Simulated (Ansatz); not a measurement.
System: sum formula H$_{7}$Si$_{2}$N$_{2}$O, net charge -1, singlet state. It need not be the lowest isomer of its formula. Whether it binds its extra electron was not tested at this geometry. 
Coordinates optimised at B3LYP-D3(BJ)/def2-TZVP (Ansatz, a quantum-chemistry and plane-wave program):
```xyz
12

N      2.0856    -0.1378    -0.8435
Si     1.4357     0.1766     0.8185
O     -0.1420    -0.6861     0.7902
Si    -1.5243    -0.1320     0.1807
N     -1.4763     0.6184    -1.3994
H      1.4420    -0.0618    -1.6253
H      2.5690    -1.0235    -0.9219
H      0.8178     1.5647     0.4367
H     -2.4930    -1.2616     0.0242
H     -2.1560     0.8926     1.0604
H     -1.2388    -0.0095    -2.1570
H     -0.8302     1.4002    -1.4270
```
Charge -1, spin multiplicity 1.

Total electronic energies in hartree. Valence correlation only, unless marked. Spin-orbit coupling is left out. Non-relativistic. CBS(X,Y): correlation extrapolated as X^-3; Hartree-Fock from the larger set. [CCSD(T)-MP2]/basis is that difference in the basis named.

```csv
level,program,energy (Eh)
HF/STO-3G,Ansatz,-756.48404
HF/6-31G,Ansatz,-765.59286
PBE-D4/def2-TZVPD,Ansatz + dftd4,-767.66564
B97M-V/def2-TZVPD,Ansatz,-767.98708
r2SCANh-D4/def2-TZVPD,Ansatz + dftd4,-768.00935
CAM-B3LYP-D4/def2-TZVPD,Ansatz + dftd4,-768.12953
wB97M-V/def2-TZVPD,Ansatz,-768.06633
B2GP-PLYP-D3(BJ)/def2-TZVPD,Ansatz + dftd3,-767.68486
B2GP-PLYP-D4/def2-TZVPD,Ansatz + dftd4,-767.68184
PBE-QIDH/def2-TZVPD,Ansatz,-767.51782
RPA@PBE/cc-pV(Q+d)Z,Ansatz,-767.54884
MP2/STO-3G,Ansatz,-756.67704
RI-MP2/cc-pV(Q+d)Z,Ansatz,-766.95743
SCS-MP2/cc-pVTZ,Ansatz,-766.85021
SCS-MP2/aug-cc-pV(Q+d)Z,Ansatz,-766.97677
CCSD/6-31G,Ansatz,-766.08347
"CCSD/CBS(aug-cc-pV(T+d)Z,aug-cc-pV(Q+d)Z)",Ansatz,-767.0348
CCSD(T)/aug-cc-pV(T+d)Z,Ansatz,-766.97559
CCSD(T)/cc-pVTZ,Ansatz,-766.93203
CCSD(T)/aug-cc-pV(Q+d)Z,Ansatz,-767.04479
CCSD(T)/cc-pV(Q+d)Z,Ansatz,-767.03269
"RI-MP2/CBS(aug-cc-pV(T+d)Z,aug-cc-pV(Q+d)Z)+[CCSD(T)-MP2]/aug-cc-pV(D+d)Z",Ansatz,-767.0933
"CCSD(T)/CBS(aug-cc-pV(T+d)Z,aug-cc-pV(Q+d)Z)",Ansatz,-767.0817
```

Totals of different functionals don't rank their quality; only differences between species are comparable.
